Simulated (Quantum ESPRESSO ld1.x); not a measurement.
Q: These are the eigenvalues of the occupied orbitals of an atom or ion with whole-number occupations (Ry). Calculated with ld1.x of Quantum ESPRESSO 7.5: Dirac Kohn-Sham, PBEsol, spin-unpolarised, spherical densities, point nucleus.

| orbital | eigenvalue |
|---|---|
| 1s1/2 | -4074.09 |
| 2s1/2 | -682.125 |
| 2p1/2 | -649.301 |
| 2p3/2 | -586.356 |
| 3s1/2 | -153.332 |
| 3p1/2 | -138.975 |
| 3p3/2 | -125.832 |
| 3d3/2 | -101.212 |
| 3d5/2 | -98.3404 |
| 4s1/2 | -31.2815 |
| 4p1/2 | -25.5818 |
| 4p3/2 | -22.6205 |
| 4d3/2 | -13.2345 |
| 4d5/2 | -12.6957 |
| 5s1/2 | -4.72514 |
| 5p1/2 | -3.14370 |
| 5p3/2 | -2.74298 |
| 4f5/2 | -1.45387 |
| 4f7/2 | -1.37715 |
| 6s1/2 | -0.82281 |
| 6p1/2 | -0.54279 |

Which element is it, and in what charge state? The configuration may be excited. Open shells, if any, fill j = l - 1/2 first.

A: Z = 67, holmium, charge +1: Ho+ in [Xe] 4f10 6s1 6p1. The list shows which subshells hold electrons but not how many an open one holds; the 1s level, -2037 hartree, gives Z - s = 63.8 by -(Z - s)^2/2, which with screening and relativity narrows Z to a few neighbours, and the depths of the outer levels then fix element, charge and occupations together.
